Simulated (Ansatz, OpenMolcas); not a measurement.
## AlNH3OF (SMILES [NH2][Al]([OH])[F]): methods side by side

The species is AlNH3OF (7 atoms), meant as a singlet with charge 0. SMILES: `[NH2][Al]([OH])[F]`. Geometry: relaxed at PBE0-D4/def2-TZVP. This is one conformer, not always the lowest.

Quantity: the vertical ionisation energy (to the doublet cation), in eV. The values are calculated.

| level | kind | program | value (eV) | CPU time (all runs) |
| --- | --- | --- | --- | --- |
| r2SCAN/cc-pVDZ | meta-GGA | Ansatz | 9.94 | 32 s |
| B3LYP/cc-pVDZ | global hybrid | OpenMolcas | 10.09 | 2 min |
| BHLYP/cc-pVDZ | global hybrid | Ansatz | 10.05 | 17 s |
| M06-2X/cc-pVDZ | hybrid meta-GGA | OpenMolcas | 10.37 | 2.2 min |
| r2SCAN0/cc-pVDZ | hybrid meta-GGA | Ansatz | 10.09 | 34 s |
| PBE-QIDH/cc-pVDZ | double hybrid | Ansatz | 10.18 | 20 s |
| RPA@PBE0/cc-pVDZ | RPA | Ansatz | 9.98 | 27 s |
| MP2/cc-pVDZ | perturbation theory | Ansatz | 10.07 | 7.2 s |

The values span 9.94 to 10.37 eV. Times are those of the runs behind each value, whatever else they computed, on shared processors of several kinds: orders of magnitude only.
